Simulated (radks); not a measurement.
Species: Sm11+. Configuration: [Kr] 4d10 4f2 5s2 5p1 (not the ground configuration). All-electron calculation, non-relativistic Kohn-Sham, PBE, spin-polarised, spherical densities, point nucleus; open shells are filled with parallel spins first (spin-orbit coupling, left out, can overturn this in heavy ions); relativity is left out, which matters for an element this heavy. Program: a radial shooting solver on a logarithmic mesh with Libxc functionals. Some entries of the table are withheld. Estimate them.

orbital  occ.  eigenvalue (hartree)  <r^2> (bohr^2)
1s up       1             -1626.251       0.0008008
1s down     1             -1626.247       0.0008008
2s up       1             -263.3363         0.01279
2s down     1             -263.3332         0.01279
2p up       3             -250.4457        0.009524
2p down     3             -250.4416        0.009524
3s up       1             -63.53994         0.08342
3s down     1             -63.49227         0.08335
3p up       3             -57.85953         0.07835
3p down     3             -57.81516         0.07827
3d up       5             -47.27318         0.06309
3d down     5             -47.24013         0.06300
4s up       1             -18.29314          0.4085
4s down     1             -18.20276          0.4085
4p up       3             -16.07957          0.4286
4p down     3             -15.98895          0.4285
4d up       5             -12.13917          0.4753
4d down     5             -12.04747          0.4750
5s up       1              -7.32873           1.727
4f up       2                   (1)          0.5906
5s down     1              -7.22901           1.738
4f down     0                   (2)          0.5903
5p up       1                   (3)             (4)
5p down     0                   (5)             (6)

Answer. 
(1) 4f up eigenvalue (hartree): -7.30446
(2) 4f down eigenvalue (hartree): -7.20779
(3) 5p up eigenvalue (hartree): -6.54633
(4) 5p up <r^2> (bohr^2): 1.920
(5) 5p down eigenvalue (hartree): -6.45026
(6) 5p down <r^2> (bohr^2): 1.936
